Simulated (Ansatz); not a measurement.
```yaml
crystal:
  periodic: [false, false, false]
  atoms:
    - {symbol: C, position_ang: [0.099616, 1.274044, -0.932245]}
    - {symbol: C, position_ang: [-1.303280, 0.083846, 1.536798]}
    - {symbol: Si, position_ang: [-0.377850, -4.385268, 1.918777]}
    - {symbol: O, position_ang: [2.405339, -4.042681, -0.066786]}
    - {symbol: H, position_ang: [0.138126, 0.496049, -3.495939]}
    - {symbol: H, position_ang: [-0.595206, 4.740760, -1.554763]}
    - {symbol: H, position_ang: [2.206010, 3.060883, -0.273626]}
    - {symbol: H, position_ang: [-1.153400, 1.203865, 3.576091]}
    - {symbol: H, position_ang: [-3.950896, 0.013183, 0.473526]}
    - {symbol: H, position_ang: [3.259442, -2.557934, -1.215006]}
basis:
  gaussian: {orbitals: cc-pVDZ}
hamiltonian: {xc: {name: BHLYP}, dispersion: d4}
output: {forces: true}
```

```sh
$ ansatz run in.yaml --threads 4 --pin off --events-out ev --progress --plain --max-ram 10444MiB
```

It prints (some lines left out):

```
Functional definition: BHLYP
846 factors; integrals over basis functions are off by at most 1.1e-3 eV
mean field evaluation 1: about -12007.0942 eV, gradient 8.7e1 eV
mean field evaluation 2: about -11378.4763 eV, gradient 2.4e2 eV
mean field evaluation 4: about -11662.8895 eV, gradient 1.9e2 eV
mean field evaluation 8: about -12042.1923 eV, gradient 2.0e1 eV
mean field evaluation 16: about -12045.3389 eV, gradient 4.4e-1 eV
mean field evaluation 32: about -12044.7391 eV, gradient 8.9e0 eV
mean field evaluation 64: about -12045.3334 eV, gradient 3.4e-1 eV
mean field -12045.34382315 eV, -442.6582208735 hartree, gradient 8.3e-6 eV, S^2 0.000000; 6 other end points of the search recorded, 0 dependent functions left out
reference -12045.34418497 eV, -442.6582341700 hartree; 20, 20 occupied and 70, 70 virtual orbitals, 846 factors
Total energy: -12045.45537235 eV, -442.6623202311 hartree
Atom 0 at     0.099616     1.274044    -0.932245 Å, force     1.002591     0.328262    -1.097364 eV/Å
Atom 1 at    -1.303280     0.083846     1.536798 Å, force    -1.082382     1.240124     1.304650 eV/Å
Atom 2 at    -0.377850    -4.385268     1.918777 Å, force     1.333374     0.524529    -1.069724 eV/Å
Atom 3 at     2.405339    -4.042681    -0.066786 Å, force     0.317323     2.075369    -1.025082 eV/Å
Atom 4 at     0.138126     0.496049    -3.495939 Å, force     0.011913     0.669554     2.009244 eV/Å
Atom 5 at    -0.595206     4.740760    -1.554763 Å, force     0.171835    -0.253464     0.106714 eV/Å
Atom 6 at     2.206010     3.060883    -0.273626 Å, force    -1.376895    -0.961785    -0.555212 eV/Å
Atom 7 at    -1.153400     1.203865     3.576091 Å, force    -0.325408    -1.318198    -2.520900 eV/Å
Atom 8 at    -3.950896     0.013183     0.473526 Å, force     1.636255     0.101177     0.781880 eV/Å
Atom 9 at     3.259442    -2.557934    -1.215006 Å, force    -1.688606    -2.405567     2.065795 eV/Å
Dipole moment:    -0.797678    -0.981931     0.967136 e Å
```

Problem. Something in this input is off. What?

Solution. The geometry is stretched to more than twice its size. Self-consistency was reached. The result belongs to that input, not to the molecule as meant.
